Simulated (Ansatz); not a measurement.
Reaction (formal exchange of groups at a C–O bond): `OC(O)N[SiH3]` + CH₄ → `CC(O)N[SiH3]` + H₂O

Program: Ansatz. Geometries: PBE0-D4/def2-TZVP. ΔE: electronic, gas phase. CCSD(T)/CBS is the MP2 limit (def2-TZVPP, def2-QZVPP) plus CCSD(T) − MP2 in def2-TZVPP, frozen cores. This one scheme is used for every species. DFT in def2-TZVPP. One conformer a species, not always the lowest.

```json
{"level": "ωB97X-V", "ΔE (kJ/mol)": "3.3"}
{"level": "B2PLYP", "ΔE (kJ/mol)": "2.9"}
{"level": "PBE", "ΔE (kJ/mol)": "5.0"}
{"level": "PBE0", "ΔE (kJ/mol)": "3.1"}
{"level": "MP2/def2-TZVPP", "ΔE (kJ/mol)": "-6.2"}
{"level": "HF/def2-QZVPP", "ΔE (kJ/mol)": "9.1"}
{"level": "HF/CBS(def2)", "ΔE (kJ/mol)": "8.9"}
{"level": "CCSD/CBS(def2)", "ΔE (kJ/mol)": "-7.7"}
```

Problem. What does CCSD(T)/CBS give? (Best estimate.)

Solution. The calculation gave: -8.0 kJ/mol. The listed levels differ from it by 11.3, 10.9, 13.0, 11.1, 1.8, 17.1, 16.9, 0.3 kJ/mol.

Largest T1 diagnostic among the species: 0.011.

The D4 term adds −4.5 kJ/mol with B3LYP and −2.6 kJ/mol with PBE0; it sums over pairs of atoms, weighted by their polarisabilities, and B3LYP, whose exchange is more repulsive, gets the larger term. In def2-TZVPP, CCSD(T) changes the Hartree–Fock value by −12.2 kJ/mol (the triples alone add −0.3 kJ/mol) and MP2 by −16.7 kJ/mol.

B3LYP here is the variant with VWN-RPA as its local correlation; programs differ in this.
